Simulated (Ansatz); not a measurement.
# Molecular dynamics of F3H3OSi2

input.yaml

```yaml
crystal:
  periodic: [false, false, false]
  atoms:
    - { symbol: Si, position_ang: [-0.013894, -0.021061, 0.038693] }
    - { symbol: O, position_ang: [0.153547, -0.375792, 1.695578] }
    - { symbol: Si, position_ang: [-1.299297, -0.446525, 2.611874] }
    - { symbol: H, position_ang: [-2.252837, -1.423833, 2.0847] }
    - { symbol: H, position_ang: [-0.903652, -0.844145, 3.955371] }
    - { symbol: H, position_ang: [-1.980876, 0.846784, 2.679131] }
    - { symbol: F, position_ang: [1.51273, 0.093277, -0.552052] }
    - { symbol: F, position_ang: [-0.805213, 1.398297, -0.231058] }
    - { symbol: F, position_ang: [-0.811908, -1.207703, -0.777737] }
basis:
  gaussian: { orbitals: STO-3G }
hamiltonian:
  xc: pbe
md:
  timestep: 1.0
  n_steps: 250
  ensemble: nve
  temperature: 300.0
  initial_velocities: maxwell_boltzmann
  seed: 829038
```

Launched with:

```bash
$ ansatz run input.yaml --threads 1 --pin off --max-ram 2048MiB --backend cpu --events-out ev --progress --plain --runs-dir out
```

It starts from a relaxed structure.

Output, in part (one step line in 9, the closing report, with atoms numbered from 0):

```
md step     0: t =     0.00 fs  T =   300.0 K  F+E_penalty+E_count = -25655.90404824 eV  E_kin = 0.271446 eV  conserved = -25655.63260224 eV  (23 SCF iters)
md step     9: t =     9.00 fs  T =   119.5 K  F+E_penalty+E_count = -25655.73693851 eV  E_kin = 0.108089 eV  conserved = -25655.62884981 eV  (26 SCF iters)
md step    18: t =    18.00 fs  T =   176.7 K  F+E_penalty+E_count = -25655.79143088 eV  E_kin = 0.159849 eV  conserved = -25655.63158201 eV  (25 SCF iters)
md step    27: t =    27.00 fs  T =    88.1 K  F+E_penalty+E_count = -25655.71012515 eV  E_kin = 0.079699 eV  conserved = -25655.63042617 eV  (24 SCF iters)
md step    36: t =    36.00 fs  T =   100.4 K  F+E_penalty+E_count = -25655.72039224 eV  E_kin = 0.090855 eV  conserved = -25655.62953740 eV  (24 SCF iters)
md step    45: t =    45.00 fs  T =   202.8 K  F+E_penalty+E_count = -25655.81520609 eV  E_kin = 0.183499 eV  conserved = -25655.63170665 eV  (24 SCF iters)
md step    54: t =    54.00 fs  T =   154.6 K  F+E_penalty+E_count = -25655.76884130 eV  E_kin = 0.139920 eV  conserved = -25655.62892103 eV  (24 SCF iters)
md step    63: t =    63.00 fs  T =   194.0 K  F+E_penalty+E_count = -25655.80729702 eV  E_kin = 0.175577 eV  conserved = -25655.63172015 eV  (24 SCF iters)
md step    72: t =    72.00 fs  T =   142.6 K  F+E_penalty+E_count = -25655.75904574 eV  E_kin = 0.128988 eV  conserved = -25655.63005763 eV  (26 SCF iters)
md step    81: t =    81.00 fs  T =    99.0 K  F+E_penalty+E_count = -25655.71987004 eV  E_kin = 0.089532 eV  conserved = -25655.63033789 eV  (25 SCF iters)
md step    90: t =    90.00 fs  T =   189.4 K  F+E_penalty+E_count = -25655.80274817 eV  E_kin = 0.171358 eV  conserved = -25655.63139017 eV  (25 SCF iters)
md step    99: t =    99.00 fs  T =   129.0 K  F+E_penalty+E_count = -25655.74605230 eV  E_kin = 0.116733 eV  conserved = -25655.62931919 eV  (28 SCF iters)
md step   108: t =   108.00 fs  T =   212.7 K  F+E_penalty+E_count = -25655.82395049 eV  E_kin = 0.192491 eV  conserved = -25655.63145981 eV  (24 SCF iters)
md step   117: t =   117.00 fs  T =   112.3 K  F+E_penalty+E_count = -25655.73111686 eV  E_kin = 0.101605 eV  conserved = -25655.62951174 eV  (26 SCF iters)
md step   126: t =   126.00 fs  T =   136.6 K  F+E_penalty+E_count = -25655.75445188 eV  E_kin = 0.123621 eV  conserved = -25655.63083053 eV  (26 SCF iters)
md step   135: t =   135.00 fs  T =   108.7 K  F+E_penalty+E_count = -25655.72879132 eV  E_kin = 0.098351 eV  conserved = -25655.63043996 eV  (27 SCF iters)
md step   144: t =   144.00 fs  T =   171.4 K  F+E_penalty+E_count = -25655.78563701 eV  E_kin = 0.155080 eV  conserved = -25655.63055661 eV  (23 SCF iters)
md step   153: t =   153.00 fs  T =   178.9 K  F+E_penalty+E_count = -25655.79281971 eV  E_kin = 0.161905 eV  conserved = -25655.63091489 eV  (23 SCF iters)
md step   162: t =   162.00 fs  T =   188.9 K  F+E_penalty+E_count = -25655.80123241 eV  E_kin = 0.170948 eV  conserved = -25655.63028472 eV  (24 SCF iters)
md step   171: t =   171.00 fs  T =   166.6 K  F+E_penalty+E_count = -25655.78133828 eV  E_kin = 0.150700 eV  conserved = -25655.63063847 eV  (25 SCF iters)
md step   180: t =   180.00 fs  T =   107.2 K  F+E_penalty+E_count = -25655.72688057 eV  E_kin = 0.097015 eV  conserved = -25655.62986588 eV  (24 SCF iters)
md step   189: t =   189.00 fs  T =   151.8 K  F+E_penalty+E_count = -25655.76817157 eV  E_kin = 0.137348 eV  conserved = -25655.63082384 eV  (26 SCF iters)
md step   198: t =   198.00 fs  T =   124.8 K  F+E_penalty+E_count = -25655.74280850 eV  E_kin = 0.112899 eV  conserved = -25655.62990914 eV  (25 SCF iters)
md step   207: t =   207.00 fs  T =   174.2 K  F+E_penalty+E_count = -25655.78880143 eV  E_kin = 0.157656 eV  conserved = -25655.63114506 eV  (24 SCF iters)
md step   216: t =   216.00 fs  T =   164.9 K  F+E_penalty+E_count = -25655.77959414 eV  E_kin = 0.149174 eV  conserved = -25655.63042043 eV  (24 SCF iters)
md step   225: t =   225.00 fs  T =   125.7 K  F+E_penalty+E_count = -25655.74425542 eV  E_kin = 0.113781 eV  conserved = -25655.63047486 eV  (27 SCF iters)
md step   234: t =   234.00 fs  T =   190.6 K  F+E_penalty+E_count = -25655.80365271 eV  E_kin = 0.172472 eV  conserved = -25655.63118105 eV  (24 SCF iters)
md step   243: t =   243.00 fs  T =   120.4 K  F+E_penalty+E_count = -25655.73826265 eV  E_kin = 0.108958 eV  conserved = -25655.62930463 eV  (24 SCF iters)
md step   250: t =   250.00 fs  T =   177.6 K  F+E_penalty+E_count = -25655.79098860 eV  E_kin = 0.160671 eV  conserved = -25655.63031736 eV  (24 SCF iters)
Total energy: -25655.79100652 eV, -942.8329293698 hartree
Atom 0 at     0.001712     0.014013     0.048757 Å, force     0.681311     0.330856     0.485522 eV/Å
Atom 1 at     0.094269    -0.060742     1.761623 Å, force    -0.206577    -0.073720    -0.124617 eV/Å
Atom 2 at    -1.316579    -0.642180     2.591566 Å, force     1.472131    -0.494969     0.927475 eV/Å
Atom 3 at    -1.608526    -2.013004     2.171433 Å, force    -0.151153     0.010860     0.070837 eV/Å
Atom 4 at    -0.914834    -0.643695     4.041354 Å, force    -0.319553    -0.016220    -1.022907 eV/Å
Atom 5 at    -2.505914     0.150842     2.463760 Å, force    -0.523166     0.443468    -0.229217 eV/Å
Atom 6 at     1.510300     0.025630    -0.632068 Å, force    -0.286904    -0.257497     0.354181 eV/Å
Atom 7 at    -0.635836     1.446586    -0.379493 Å, force    -0.384319     0.613610    -0.204462 eV/Å
Atom 8 at    -0.932194    -1.158724    -0.587498 Å, force    -0.281771    -0.556387    -0.256812 eV/Å
Dipole moment:    -0.125604    -0.079351     0.032042 e Å
```

The run went to its last step. The conserved energy stayed within 0.43 meV per atom of its start (net change 0.25 meV per atom), so the integration is sound. Over the second half the temperature averaged 0.51 of the 300 K drawn at the start: a run that starts near a minimum puts about half its kinetic energy into the potential. A run of 0.25 ps of so small a system gives no equilibrium averages. Limits of this set-up: minimal basis.

The same pairs are bonded in the first frame and the last. Pairs count as bonded within 1.25 times the sum of covalent radii (0.12 Å more for H–H).

Last frame:

```xyz
9
Properties=species:S:1:pos:R:3
Si 0.002 0.014 0.049
O 0.094 -0.061 1.762
Si -1.317 -0.642 2.592
H -1.609 -2.013 2.171
H -0.915 -0.644 4.041
H -2.506 0.151 2.464
F 1.510 0.026 -0.632
F -0.636 1.447 -0.380
F -0.932 -1.159 -0.588
```

Run time: 7.6 min on 1 thread of Arm Neoverse V2, with other jobs on the host, peak memory 0.092 GiB.
